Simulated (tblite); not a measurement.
C₅H₉NOSi.
SMILES with atom numbers: `[CH3:1][O:2][C@@H:3]1[CH2:4][C@:5]1([SiH3:6])[C:7]#[N:8]` (hydrogens: H9, H10, H11 on C1; H12 on C3; H13, H14 on C4; H15, H16, H17 on Si6)

Cartesian coordinates in Å at the GFN2-xTB level; atoms count from 1:
```
atom  x, y, z in Å
C1     2.3069   -0.6587    0.7096
O2     1.7561    0.6045    0.4070
C3     0.5958    0.5374   -0.3383
C4    -0.3902    1.6371   -0.1947
C5    -0.7475    0.2612    0.3366
Si6   -2.0407   -0.8044   -0.5524
C7    -0.7457    0.1035    1.7412
N8    -0.7819   -0.0680    2.8744
H9     3.2265   -0.4670    1.2573
H10    2.5312   -1.2196   -0.2058
H11    1.6262   -1.2471    1.3342
H12    0.7283    0.0835   -1.3220
H13   -0.9049    1.9951   -1.0737
H14   -0.1601    2.4010    0.5336
H15   -1.8207   -0.6091   -1.9866
H16   -1.8179   -2.1989   -0.1754
H17   -3.3684   -0.3386   -0.1617
```

Calculated harmonic vibrations of the isolated species, GFN2-xTB (tblite), most abundant isotopes, no scaling. This tight-binding method is rough: wavenumbers can miss measured ones by several per cent, in bad cases by 10 to 20. Modes of hydrogen on silicon can be 10 to 20 % off. One conformer, not necessarily the lowest.

Harmonic wavenumbers (cm⁻¹): 68.1, 90.1, 107.0, 123.8, 149.1, 197.2, 215.6, 282.5, 387.8, 455.1, 478.0, 525.9, 551.0, 578.2, 644.4, 763.0, 772.0, 790.3, 821.8, 883.1, 919.3, 999.4, 1039.8, 1063.1, 1078.7, 1131.7, 1136.3, 1173.6, 1208.7, 1299.9, 1361.7, 1404.0, 1446.8, 1466.4, 1480.6, 2271.2, 2294.8, 2306.2, 2378.5, 2912.1, 2929.4, 2937.7, 3039.6, 3083.0, 3101.4.

A = 2218, B = 1324, C = 1109 MHz; mass 127.045 u (most abundant isotopes); point group C1, symmetry number 1.

Problem. What is the zero-point energy?

Solution. Half the sum of the wavenumbers: 27174 cm⁻¹ = 77.69 kcal/mol.

Problem. Entropy at 298.15 K, 1 bar (ideal gas, RRHO, classical rotation)?

Solution. Translation 40.46, rotation 28.98, vibration 28.87: S = 98.3 cal/(mol K).

Problem. And Cp and H(298.15 K) − H(0)?

Solution. Cp = 38.10 cal/(mol K), of which vibrations give 30.15 (their classical limit is 45 R = 89.4); H(298.15 K) − H(0) = 6.99 kcal/mol without the zero-point energy, 4.62 from vibrations.

Problem. Blend soft modes into free rotors: weight 1/[1 + (100 cm⁻¹/ν̃)⁴] for the oscillator and the rest for a rotor with moment μB/(μ + B), μ = h/(8π²ν), B = 10⁻⁴⁴ kg m². What vibrational entropy results?

Solution. 27.28 cal/(mol K) in place of 28.87, which changes −T·S at 298.15 K by +0.47 kcal/mol.

Problem. Which modes carry the vibrational entropy at 298.15 K?

Solution. 68.1 cm⁻¹: 4.21; 90.1 cm⁻¹: 3.66; 107.0 cm⁻¹: 3.32; 123.8 cm⁻¹: 3.04; 149.1 cm⁻¹: 2.68; 197.2 cm⁻¹: 2.16 cal/(mol K); the other 39 give 9.80 together.

Hindered rotation and anharmonicity are outside this model. Other conformers, if any are populated, would add a mixing term that is left out. The structure is chiral; the term R ln 2 for an equal mix with its mirror image is left out.
